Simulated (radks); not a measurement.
Task: Cd4+, configuration [Kr] 4d8. Calculated with a radial shooting solver on a logarithmic mesh with Libxc functionals: scalar-relativistic Kohn-Sham, BLYP, spin-polarised, spherical densities, finite nucleus; open shells are filled with parallel spins first (spin-orbit coupling, left out, can overturn this in heavy ions); Fermi nuclear charge, rms radius 4.6087 fm. Some entries of the table are withheld. Estimate them.

| orbital | occ. | eigenvalue (eV) | r(max) (bohr) |
|---|---|---|---|
| 1s up | 1 | -26583.98 | 0.01968 |
| 1s down | 1 | -26583.98 | 0.01968 |
| 2s up | 1 | -3994.182 | 0.1112 |
| 2s down | 1 | -3993.712 | 0.1112 |
| 2p up | 3 | -3590.070 | 0.08897 |
| 2p down | 3 | -3589.709 | 0.08897 |
| 3s up | 1 | -788.8762 | 0.3238 |
| 3s down | 1 | -788.6408 | 0.3239 |
| 3p up | 3 | -656.3599 | 0.3170 |
| 3p down | 3 | -656.0916 | 0.3171 |
| 3d up | 5 | -448.9322 | (1) |
| 3d down | 5 | -448.5153 | (2) |
| 4s up | 1 | (3) | (4) |
| 4s down | 1 | (5) | (6) |
| 4p up | 3 | -120.6333 | 0.8407 |
| 4p down | 3 | -118.8490 | 0.8398 |
| 4d up | 5 | -63.1463 | 0.9546 |
| 4d down | 3 | -61.4489 | 0.9547 |

Result: 
(1) 3d up r(max) (bohr): 0.2656
(2) 3d down r(max) (bohr): 0.2657
(3) 4s up eigenvalue (eV): -160.0988
(4) 4s up r(max) (bohr): 0.7930
(5) 4s down eigenvalue (eV): -158.3434
(6) 4s down r(max) (bohr): 0.7921
